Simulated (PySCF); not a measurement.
Species: CH5Al2Cl2F.
Geometry (PBE0-D3(BJ)/def2-SVP, Å), atoms numbered from 1 in this order:
```xyz
11
CH5Al2Cl2F angstrom
C     -2.065    0.319   -0.064
Al    -0.557   -0.752    0.514
Cl     1.117    0.683    1.297
Al     2.369    0.239   -0.554
F      2.313    1.595   -1.516
Cl     0.797   -1.215   -1.337
H     -2.530    0.840    0.789
H     -2.842   -0.310   -0.528
H     -1.763    1.081   -0.800
H     -0.515   -2.036    1.429
H      3.714   -0.482   -0.206
```

Jobs on this species (11 atoms, 80 electrons) with PySCF (density fitting). Hardware of each: one thread, Arm Neoverse V2 (aarch64), on a shared host. Times come from a shared host and carry two figures at best. Peak memory is the resident size of the whole Python process, interpreter and libraries included.

```json
{"level and settings": "delta-SCF UKS PBE, pcX-2 on the ionised atom, pcseg-1 elsewhere, spin-free X2C", "work": "ΔSCF core ionisation, 8 holes", "basis functions": "167", "SCF cycles": "?", "wall time": "?", "peak memory": "?"}
{"level and settings": "PBE0-D3(BJ)/def2-SVP, grid level 1", "work": "geometry optimisation from a GFN2-xTB start shaken at random", "basis functions": "125", "SCF cycles": "?", "wall time": "?", "peak memory": "?"}
{"level and settings": "delta-SCF UKS B3LYP, pcX-2 on the ionised atom, pcseg-1 elsewhere, spin-free X2C", "work": "ΔSCF core ionisation, 8 holes", "basis functions": "167", "SCF cycles": "?", "wall time": "?", "peak memory": "?"}
{"level and settings": "delta-SCF UKS SCAN, def2-TZVP on the ionised atom, pcseg-1 elsewhere, spin-free X2C", "work": "ΔSCF core ionisation, 8 holes", "basis functions": "144", "SCF cycles": "107", "wall time": "39 s", "peak memory": "0.55 GiB"}
{"level and settings": "delta-SCF UKS SCAN, pcX-1 on the ionised atom, pcseg-1 elsewhere, spin-free X2C", "work": "ΔSCF core ionisation, 8 holes", "basis functions": "147", "SCF cycles": "107", "wall time": "37 s", "peak memory": "0.55 GiB"}
{"level and settings": "delta-SCF UKS HF, pcX-2 on the ionised atom, pcseg-1 elsewhere, spin-free X2C", "work": "ΔSCF core ionisation, 8 holes", "basis functions": "167", "SCF cycles": "92", "wall time": "49 s", "peak memory": "0.75 GiB"}
{"level and settings": "delta-SCF UKS SCAN, pcX-2 on the ionised atom, pcseg-1 elsewhere, non-relativistic", "work": "ΔSCF core ionisation, 8 holes", "basis functions": "167", "SCF cycles": "108", "wall time": "41 s", "peak memory": "0.63 GiB"}
{"level and settings": "delta-SCF UKS SCAN, pcX-2 on the ionised atom, pcseg-1 elsewhere, spin-free X2C", "work": "ΔSCF core ionisation, 8 holes", "basis functions": "167", "SCF cycles": "109", "wall time": "44 s", "peak memory": "0.63 GiB"}
{"level and settings": "delta-SCF UKS PBE0, pcX-2 on the ionised atom, pcseg-1 elsewhere, spin-free X2C", "work": "ΔSCF core ionisation, 8 holes", "basis functions": "167", "SCF cycles": "96", "wall time": "70 s", "peak memory": "0.74 GiB"}
```

Task: Fill in the missing figures.

Result: 
- delta-SCF UKS PBE, pcX-2 on the ionised atom, pcseg-1 elsewhere, spin-free X2C; ΔSCF core ionisation, 8 holes: 30 s, 0.59 GiB, 111 SCF cycles
- PBE0-D3(BJ)/def2-SVP, grid level 1; geometry optimisation from a GFN2-xTB start shaken at random: 2.4 min, 0.53 GiB, 138 SCF cycles
- delta-SCF UKS B3LYP, pcX-2 on the ionised atom, pcseg-1 elsewhere, spin-free X2C; ΔSCF core ionisation, 8 holes: 72 s, 0.83 GiB, 97 SCF cycles

Task: What do all jobs in the table cost together?

Result: About 8.8 min; the longest takes about 27 % of that, and about 4.8 times as long as the shortest.
